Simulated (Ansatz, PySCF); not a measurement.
The pair A = CH4O (SMILES CO) (first 6 atoms), B = HBr (SMILES Br); geometry from B3LYP-D3(BJ)/def2-TZVP.
(charge 0, multiplicity 1):
```xyz
8

C     -0.157     0.489     0.212
O     -0.178    -0.763     0.905
H     -0.039     0.338    -0.863
H      0.704     1.037     0.589
H     -1.060     1.072     0.407
H     -0.936    -1.279     0.608
Br    -0.542    -0.013     4.025
H     -0.335    -0.435     2.645
```

Frozen-core correlation. Filled d and f shells under p-block atoms count as core. MP2 and its Hartree–Fock in aug-cc-pVQZ are density fitted. Rows in 6-31G* carry no dispersion term and start afresh at each structure (6-31G* with six Cartesian d functions); the Pople sets are all-electron and without relativity. MP2/6-31G* freezes PySCF's default core, which leaves 3d correlated.

The values were computed with Ansatz (Gaussian basis) for Hartree–Fock, density functionals and correlated methods; PySCF for 6-31G* rows. Values without a source in brackets are computed.

Total energies (hartree), monomers frozen at their geometry in the pair:

```csv
structure,HF/6-31G*,MP2/6-31G*,MP2/aug-cc-pVQZ
AB,-2687.7251222,-2688.3076170,-2688.8187501
A in the pair's basis,-115.0357849,-115.3488086,-115.5630538
B in the pair's basis,-2572.6838640,-2572.9493721,-2573.2451445
A,-115.0343034,-115.3458289,-115.5627447
B,-2572.6833708,-2572.9485668,-2573.2448484
```

Q: Work out the interaction energy without and with the counterpoise correction, and the superposition error, for each level.

A: 
E(AB) − E(A) − E(B), times 627.509 kcal/mol, with the monomers in their own basis and then in the pair's basis:
- HF/6-31G*: -4.67 uncorrected, -3.43 corrected; the monomers gain 1.24 kcal/mol from borrowed functions
- MP2/6-31G*: -8.30 uncorrected, -5.92 corrected; the monomers gain 2.38 kcal/mol from borrowed functions
- MP2/aug-cc-pVQZ: -7.00 uncorrected, -6.62 corrected; the monomers gain 0.38 kcal/mol from borrowed functions

Ansatz is a first-principles code.
